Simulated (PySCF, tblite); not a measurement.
Species: C₃H₇FOSi.
SMILES: `C[C@@H]1CO[Si@@H]1F`

The calculation used wB97X-D/def2-SVPD in PySCF (dipole) on a GFN2-xTB geometry, gas phase.

Take the most abundant isotopes and a rigid rotor. 

Q: What are A, B and C (MHz)?

A: Ia = 125.20, Ib = 182.00, Ic = 256.91 u·Å²; 505379 MHz·u·Å²/I gives A = 4037, B = 2777, C = 1967 MHz.

Q: What kind of rotor is it?

A: An asymmetric top; Ray's κ = -0.218.

Q: Is it planar, by Δ = Ic − Ia − Ib?

A: Not planar: Δ = Ic − Ia − Ib = -50.29 u·Å². For a rigid frame Δ = −2 Σ m c², so Σ m c² = 25.14 u·Å² lies off the ab plane: 8.33 from hydrogen and 16.81 from heavier atoms. The atom farthest from that plane is 1.64 Å away.

Q: Give the coordinates in the principal-axis frame, origin at the centre of mass.

A: The sense of each axis is arbitrary; atoms in the order of the calculation.
```tsv
atom	mass (u)	a (Å)	b (Å)	c (Å)
C1	12.000	-1.676	1.421	0.222
C2	12.000	-1.115	0.218	-0.520
C3	12.000	-1.184	-1.105	0.259
O4	15.995	0.220	-1.389	0.398
Si5	27.977	0.767	-0.106	-0.468
F6	18.998	1.661	0.885	0.429
H7	1.008	-2.751	1.315	0.363
H8	1.008	-1.491	2.332	-0.343
H9	1.008	-1.208	1.525	1.199
H10	1.008	-1.589	0.137	-1.497
H11	1.008	-1.627	-1.019	1.252
H12	1.008	-1.657	-1.923	-0.285
H13	1.008	1.552	-0.408	-1.641
```

Q: Predict some low-J microwave lines.

A: The dipole components are |μa| = 1.97 D, |μb| = 0.42 D, |μc| = 1.59 D. Intensities carry the squares of the components, which stand as 1.00 : 0.05 : 0.65 (a : b : c). Some lines, for components of 0.1 D or more:

```json
{"type": "c", "branch": "Q", "J(Ka,Kc)": "3(1,3) ← 3(0,3)", "MHz": "325", "lower level (cm⁻¹)": "0.908"}
{"type": "c", "branch": "Q", "J(Ka,Kc)": "4(2,3) ← 4(1,3)", "MHz": "1724", "lower level (cm⁻¹)": "1.739"}
{"type": "c", "branch": "Q", "J(Ka,Kc)": "2(2,1) ← 2(1,1)", "MHz": "3780", "lower level (cm⁻¹)": "0.571"}
{"type": "a", "branch": "Q", "J(Ka,Kc)": "4(1,3) ← 4(1,4)", "MHz": "7667", "lower level (cm⁻¹)": "1.484"}
{"type": "b", "branch": "Q", "J(Ka,Kc)": "4(3,2) ← 4(2,3)", "MHz": "9126", "lower level (cm⁻¹)": "1.797"}
{"type": "a", "branch": "R", "J(Ka,Kc)": "2(0,2) ← 1(0,1)", "MHz": "9205", "lower level (cm⁻¹)": "0.158"}
{"type": "b", "branch": "Q", "J(Ka,Kc)": "4(2,3) ← 4(1,4)", "MHz": "9391", "lower level (cm⁻¹)": "1.484"}
{"type": "b", "branch": "Q", "J(Ka,Kc)": "4(4,0) ← 4(3,1)", "MHz": "10888", "lower level (cm⁻¹)": "2.116"}
{"type": "b", "branch": "R", "J(Ka,Kc)": "3(1,3) ← 2(0,2)", "MHz": "13596", "lower level (cm⁻¹)": "0.465"}
{"type": "b", "branch": "R", "J(Ka,Kc)": "2(2,1) ← 1(1,0)", "MHz": "14077", "lower level (cm⁻¹)": "0.227"}
{"type": "c", "branch": "R", "J(Ka,Kc)": "2(2,0) ← 1(1,0)", "MHz": "14361", "lower level (cm⁻¹)": "0.227"}
{"type": "a", "branch": "R", "J(Ka,Kc)": "4(1,3) ← 3(1,2)", "MHz": "19811", "lower level (cm⁻¹)": "1.079"}
{"type": "c", "branch": "R", "J(Ka,Kc)": "4(1,3) ← 3(0,3)", "MHz": "24928", "lower level (cm⁻¹)": "0.908"}
{"type": "c", "branch": "R", "J(Ka,Kc)": "4(4,0) ← 3(3,0)", "MHz": "30648", "lower level (cm⁻¹)": "1.457"}
```

Its GFN2-xTB frequencies are all real (lowest 107 cm⁻¹). Constants of a rigid frame at the computed geometry: no zero-point averaging, no centrifugal distortion. A rigid rotor knows nothing of internal rotation, which can split or shift real lines.
